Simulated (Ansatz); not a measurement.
The cluster Sn2O4⁺ was relaxed with PBE-D4 (def2-SVP) in Ansatz in these states: charge +1 doublet, charge +1 quartet. The geometries follow in no particular order.

In the def2 sets Sn takes a core potential; there is no spin–orbit coupling.

A:

Cartesian coordinates in Å:
```
Sn 0.755 1.921 0.515
Sn 0.363 -1.791 1.089
O -0.561 -1.205 -0.904
O 0.967 0.107 1.354
O -1.188 -0.001 -0.814
O -0.336 0.969 -1.239
```

B:

```xyz
6

Sn    0.0599    2.1218   -0.2215
Sn   -1.6609   -1.1867   -0.6238
O     0.1645   -1.4509    0.6353
O    -1.0416    0.6710   -1.0646
O     1.2680   -0.7086    0.3982
O     1.2100    0.5534    0.8763
```

Question: Judge from the bond lengths which geometry belongs to which state (an estimate).

Answer: A is the charge +1 quartet (Sn1–O6 2.274 Å, Sn2–O3 2.273 Å, O3–O5 1.360 Å); B is the charge +1 doublet (Sn1–O6 2.233 Å, Sn2–O3 2.233 Å, O3–O5 1.351 Å).

At PBE0-D4/def2-TZVP a doublet lies 3.47 eV below the charge +1 quartet. These are the stationary points nearest to one start from a short search; other shapes may lie lower in each state.
